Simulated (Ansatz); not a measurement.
Species: sum formula SiN3H6Cl, charge 0, multiplicity 1. SMILES: N[Si](N)(N)Cl
Coordinates optimised at B3LYP-D3(BJ)/def2-TZVP (Ansatz, a first-principles code):
```
Si
N 1 1.7001
H 2 1.0071 1 120.27
H 2 1.0071 3 112.31 1 -150.51
N 1 1.7082 2 105.36 3 171.82
H 5 1.0063 1 120.97 2 154.56
H 5 1.0074 6 112.33 1 -153.35
N 1 1.7082 2 105.36 3 40.01
H 8 1.0063 1 120.97 2 -154.56
H 8 1.0074 9 112.33 1 153.35
Cl 1 2.0877 2 118.17 3 -74.08
```
Charge 0, spin multiplicity 1.

Quantity: vertical triplet-singlet gap (E(triplet) - E(singlet); each state is the SCF solution reached for its spin), in kcal/mol. Cores are frozen in the correlated levels unless marked. UHF or UKS for open shells. No spin-orbit coupling. No relativistic terms. CBS(X,Y): correlation extrapolated as X^-3; Hartree-Fock from the larger set. [CCSD(T)-MP2]/basis is that difference in the basis named.

| level | program | vertical triplet-singlet gap (kcal/mol) |
|---|---|---|
| SVWN5/def2-TZVPD | Ansatz | 123.4 |
| PBE/def2-TZVPD | Ansatz | 121.9 |
| r2SCAN/def2-TZVPD | Ansatz | … |
| B3LYP/def2-TZVPD | Ansatz | … |
| PBE0/def2-TZVPD | Ansatz | 134.5 |
| BHLYP/def2-TZVPD | Ansatz | … |
| wB97M-V/def2-TZVPD | Ansatz | 146.2 |
| wB97X-V/def2-TZVPD | Ansatz | 148.8 |
| B2PLYP/def2-TZVPD | Ansatz | 140.8 |
| SCS-MP2/aug-cc-pV(T+d)Z | Ansatz | 148.9 |
| CCSD/aug-cc-pV(T+d)Z | Ansatz | … |
| RI-MP2/CBS(aug-cc-pV(T+d)Z,aug-cc-pV(Q+d)Z)+[CCSD(T)-MP2]/aug-cc-pV(T+d)Z | Ansatz | 143.0 |

### Question
Fill in the missing entries.

### Answer

- r2SCAN/def2-TZVPD, vertical triplet-singlet gap (kcal/mol): 129.9
- B3LYP/def2-TZVPD, vertical triplet-singlet gap (kcal/mol): 131.5
- BHLYP/def2-TZVPD, vertical triplet-singlet gap (kcal/mol): 139.8
- CCSD/aug-cc-pV(T+d)Z, vertical triplet-singlet gap (kcal/mol): 141.0
